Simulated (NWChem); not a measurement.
Molecule: CH5O2Sc; SMILES [CH3][Sc]([OH])[OH]

```xyz
9

Sc     0.0060    -0.0984     0.0000
O      1.7320    -0.7672     0.0000
H      2.5185    -1.3124     0.0000
O     -1.5487    -1.1035     0.0000
H     -2.2059    -1.7992     0.0000
C     -0.2038     2.0988     0.0000
H     -1.2538     2.4418     0.0000
H      0.2861     2.5551    -0.8818
H      0.2861     2.5551     0.8818
```
Atoms are numbered in this order, from 1.

Computed with NWChem. Geometry: optimised at PBE0/def2-SVP. Not confirmed as a minimum by frequencies. Ions are spin-unrestricted doublets at the neutral geometry; other ion states weren't tried.

```json
[
 {"level": "B3LYP/def2-SVP", "vertical ionisation energy, ΔSCF (eV)": "8.63", "−ε(HOMO) (eV)": "6.06", "ΔSCF minus −ε(HOMO) (eV)": "2.57"},
 {"level": "PBE/def2-SVP", "vertical ionisation energy, ΔSCF (eV)": "?", "−ε(HOMO) (eV)": "?", "ΔSCF minus −ε(HOMO) (eV)": "?"},
 {"level": "Hartree-Fock/def2-SVP", "vertical ionisation energy, ΔSCF (eV)": "7.77", "−ε(HOMO) (eV)": "9.60", "ΔSCF minus −ε(HOMO) (eV)": "-1.83"},
 {"level": "M06-2X/def2-SVP", "vertical ionisation energy, ΔSCF (eV)": "8.84", "−ε(HOMO) (eV)": "7.63", "ΔSCF minus −ε(HOMO) (eV)": "1.21"},
 {"level": "LDA (Slater exchange, VWN5)/def2-SVP", "vertical ionisation energy, ΔSCF (eV)": "8.58", "−ε(HOMO) (eV)": "5.04", "ΔSCF minus −ε(HOMO) (eV)": "3.54"}
]
```

Complete the blanks.


- PBE/def2-SVP, vertical ionisation energy, ΔSCF (eV): 8.36
- PBE/def2-SVP, −ε(HOMO) (eV): 4.92
- PBE/def2-SVP, ΔSCF minus −ε(HOMO) (eV): 3.44
